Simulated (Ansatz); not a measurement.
Total energies of Li8Br8 (started as a model of: 2x2x4 LiBr rock-salt block) from Ansatz at PBE-D4/def2-SVP, gas phase (1 Eh = 27.2114 eV = 2625.5 kJ/mol). The reference geometry is relaxed at PBE-D4/def2-SVP.

```xyz
16

Li    0.937    2.806   -2.524
Br    0.612    0.359   -2.312
Li    0.059   -1.780   -1.039
Br   -0.335   -4.242   -0.552
Br   -1.199    3.744   -1.719
Li   -1.307    1.376   -0.808
Br   -2.246   -0.889   -0.108
Li   -2.083   -3.179    0.828
Br    2.604    3.320   -0.777
Li    1.785    1.032   -0.043
Br    1.803   -1.339    0.895
Li    0.757   -3.494    1.531
Li    0.389    3.866    0.166
Br   -0.170    1.870    1.524
Li   -0.538   -0.627    1.889
Br   -1.069   -2.823    3.050
```

```csv
state,geometry,energy (Eh)
charge 0 singlet,reference,-20648.68761
charge -1 doublet,reference,-20648.69865
free Li atom (doublet),–,-7.45390
free Br atom (doublet),–,-2573.40726
```

Problem. Work out the vertical electron affinity, to the doublet.

Solution. E(charge 0 singlet) − E(charge -1 doublet) = -20648.68761 − (-20648.69865) = 0.01104 Eh = 0.30 eV. The basis lacks diffuse functions, which makes affinities too small.

Problem. What is the binding energy per atom against free atoms?

Solution. Atoms: 8 × (-7.45390) + 8 × (-2573.40726) = -20646.88928 Eh. Binding: -20646.88928 − (-20648.68761) = 1.79833 Eh = 48.94 eV, or 3.06 eV for each of 16 atoms (no zero-point energy, no counterpoise term).

At PBE-D4/def2-SVP the highest occupied level of the charge -1 doublet lies above zero (up to 0.80 eV). By energy differences its removal costs 0.30 eV (vertical, to the charge 0 singlet, at PBE-D4/def2-SVP); self-interaction error and the lack of diffuse functions both raise the level.
